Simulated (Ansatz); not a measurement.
Basis-set extrapolation for C₄H₆F₄, SMILES `CC(F)(F)C(F)CF` (PBE0-D4/def2-TZVP geometry, frozen core, Ansatz 0.2.0). Multiplicity 1, RHF reference.

```
                      def2-TZVPP   def2-QZVPP
                 HF  -552.958706  -552.982622
    MP2 correlation    -1.661697    -1.802686
CCSD(T) correlation    -1.754792      not run
```

Energies in hartree. Use E(X) = E(∞) + A·exp(−7.88·√X) for Hartree–Fock and E(X) = E(∞) + B·X^(−2.97) for correlation, with X = 3 and 4, and add CCSD(T) minus MP2 of the smaller set to the MP2 limit.

Question: What is the CCSD(T) energy at the basis-set limit?

Answer: HF limit: -552.982622 + (-0.023916) × 0.13774 = -552.98592. MP2 limit: -1.802686 + (-0.140989) × 0.74074 = -1.90712. Higher-order term: -1.754792 − (-1.661697) = -0.09309. Total: -554.98613 hartree, 715.8 kJ/mol below CCSD(T)/def2-TZVPP.
